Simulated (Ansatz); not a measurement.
Geometry optimisation, RHF/def2-SVP in Ansatz 0.2.0.

input.yaml

```yaml
crystal:
  periodic: [false, false, false]
  atoms:
    - { symbol: B, position_ang: [0.115604, -0.55878, -0.271676] }
    - { symbol: Cl, position_ang: [-0.162572, 0.492543, 2.597585] }
    - { symbol: F, position_ang: [1.187509, 0.157789, -0.480771] }
    - { symbol: F, position_ang: [-1.033452, -0.053552, -0.636153] }
    - { symbol: P, position_ang: [0.211263, -2.313303, 0.509329] }
    - { symbol: H, position_ang: [-0.705245, -2.968054, -0.33463] }
    - { symbol: H, position_ang: [1.401041, -2.765002, -0.090738] }
    - { symbol: H, position_ang: [-0.098948, -0.82794, 2.653454] }
basis:
  gaussian: { orbitals: def2-SVP }
hamiltonian:
  xc: hf
relax:
  f_tol: 0.03
  max_steps: 50
output:
  orbitals: {}
```

Run as:

```bash
$ ansatz run input.yaml --threads 1 --pin off --max-ram 2048MiB --backend cpu --events-out ev --progress --plain --runs-dir out
```

Task: Where does it end, and by what steps?

Result: The forces met the threshold. After 8 steps the energy has fallen by 0.140 eV; H8 moved furthest, 0.58 Å.

```tsv
step	energy less start (eV)	largest force component (eV/Å)	accepted
0	0.0000	1.520	yes
1	-0.0883	0.677	yes
2	-0.1262	0.426	yes
3	-0.1313	0.406	yes
4	-0.1361	0.200	yes
5	-0.1383	0.174	yes
6	-0.1393	0.138	yes
7	-0.1397	0.074	yes
8	-0.1399	0.022	yes
```

```xyz
8
Properties=species:S:1:pos:R:3
B 0.135 -0.621 -0.439
Cl -0.212 0.627 2.935
F 1.207 0.106 -0.616
F -1.012 -0.102 -0.788
P 0.231 -2.377 0.374
H -0.692 -3.031 -0.464
H 1.412 -2.820 -0.251
H -0.153 -0.618 3.195
```

Run time: 20 s on 1 thread of Arm Neoverse V1, with other jobs on the host, peak memory 0.18 GiB.
